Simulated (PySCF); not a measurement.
## WH₄ + Cl₂ → WH₂ + 2 HCl

Level: PBE0 in the def2-TZVP basis family, computed in PySCF with density fitting; scalar-relativistic core potentials for atoms from Rb on, none lighter, no spin–orbit coupling; open shells unrestricted.

| species | state and structure | E (Eh) | ZPE (kJ/mol) | H(298 K) − H(0) (kJ/mol) | S° (J/(mol K)) |
| --- | --- | --- | --- | --- | --- |
| WH₄ | triplet, Td, W–H 1.704 Å (×4) | -69.35799 | 66.5 | 11.9 | 245.4 |
| Cl₂ | singlet, D∞h, Cl–Cl 1.982 Å | -920.08940 | 3.5 | 9.1 | 222.5 |
| WH₂ | quintet, C2v, W–H 1.713 Å (×2); H–W–H 113.2° | -68.14143 | 27.1 | 10.3 | 247.3 |
| HCl | singlet, C∞v, H–Cl 1.279 Å | -460.66440 | 17.9 | 8.7 | 186.6 |

Problem. What is the electronic reaction energy?

Solution. At PBE0/def2-TZVP, ΔE = -60.0 kJ/mol from the differences of the total energies times 2625.5, downhill. 

Problem. Add zero-point, thermal and entropy terms for 298.15 K and 1 bar.

Solution. ΔZPE = -7.1 and Δ[H(298) − H(0)] = 6.7 kJ/mol give ΔH° = -60.4 kJ/mol. ΔS° = 152.6 J/(mol K), so ΔG° = -60.4 − 298.15 × (0.1526) = -106 kJ/mol and log₁₀K = 18.6.

Spin–orbit coupling can matter for WH₄, WH₂ and is left out. Open d or f shells are single determinants, so the state found may not be the ground state. The structures come from searches over a few start shapes, so lower isomers are not excluded.
